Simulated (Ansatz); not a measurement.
Basis-set extrapolation for `BC(Cl)BO` (PBE0-D4/def2-TZVP geometry, frozen core, Ansatz). Multiplicity 1, RHF reference.

```json
{"": "HF", "def2-TZVPP": "-624.626266", "def2-QZVPP": "-624.646892"}
{"": "MP2 correlation", "def2-TZVPP": "-0.798084", "def2-QZVPP": "-0.861014"}
{"": "CCSD(T) correlation", "def2-TZVPP": "-0.879221", "def2-QZVPP": "not run"}
```

Energies in hartree. Use E(X) = E(∞) + A·exp(−7.88·√X) for Hartree–Fock and E(X) = E(∞) + B·X^(−2.97) for correlation, with X = 3 and 4, and add CCSD(T) minus MP2 of the smaller set to the MP2 limit.

Task: What is the CCSD(T) energy at the basis-set limit?

Result: HF limit: -624.646892 + (-0.020626) × 0.13774 = -624.64973. MP2 limit: -0.861014 + (-0.062930) × 0.74074 = -0.90763. Higher-order term: -0.879221 − (-0.798084) = -0.08114. Total: -625.63850 hartree, 349.2 kJ/mol below CCSD(T)/def2-TZVPP.
